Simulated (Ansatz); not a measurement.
Compare A (`C[SiH]([NH])O`•) with its isomer B (`CO[SiH2][NH]`•).

Computed with Ansatz on PBE0-D4/def2-TZVP structures; ΔE is electronic, products minus reactants. CCSD(T)/CBS adds triple-zeta CCSD(T) − MP2 to the extrapolated MP2 energy (def2 sets, frozen cores). Functionals use def2-TZVPP. B3LYP here is the variant with VWN-RPA as its local correlation; programs differ in this. No spin–orbit coupling; open shells (•) take unrestricted orbitals. Each species was taken in one conformer, which may not be the lowest.

A:

```xyz
10

C    -0.271    1.333   -0.095
Si    0.110   -0.442    0.294
N    -0.609   -1.591   -0.808
O     1.744   -0.594    0.232
H     0.026    1.577   -1.118
H    -1.338    1.541    0.017
H     0.280    1.989    0.584
H    -0.414   -0.831    1.640
H    -1.622   -1.497   -0.906
H     2.094   -1.483    0.160
```

B:

Z-matrix (Å, degrees):
```
C
O 1 1.408
H 1 1.096 2 111.3
H 1 1.091 2 108.4 3 119.1
H 1 1.097 2 111.7 3 -121.4
Si 2 1.640 1 124.0 3 78.1
N 6 1.736 2 118.8 1 -73.6
H 6 1.481 2 105.8 1 167.3
H 6 1.491 2 109.5 1 46.0
H 7 1.020 6 118.3 2 2.2
```

(1) Which is lower in electronic energy at CCSD(T)/CBS, and by how much? (Estimate.)

(2) Give E(B) − E(A) in kJ/mol with B2PLYP, PBE-D4, PBE0-D4, MP2/def2-TZVPP, B3LYP-D4, B3LYP, CCSD(T)/def2-TZVPP. (Estimate.)

(3) Does the order hold for the free energy at 298.15 K (harmonic terms from PBE0-D4)? (An estimate is asked.)

Largest T1 diagnostic: 0.013.

## Answers

(1) Ansatz gave: A, by 109.2 kJ/mol.

(2) Ansatz gave: B2PLYP 103.3, PBE-D4 104.7, PBE0-D4 107.6, MP2/def2-TZVPP 112.1, B3LYP-D4 100.4, B3LYP 99.1, CCSD(T)/def2-TZVPP 106.1. None reverses the order clearly.

(3) Ansatz gave: Yes: G(B) − G(A) = +106.9 kJ/mol, for one conformer each.

From BLYP to BHLYP (50 % exact exchange), in def2-TZVPP and without D4, E(B) − E(A) moves by +4.8 kJ/mol. Leaving LDA and LC-ωPBE aside and taking each functional with its dispersion term where it has one, the values, not all of them listed here, spread over 13.6 kJ/mol, from BLYP-D4 to r2SCAN0-D4.
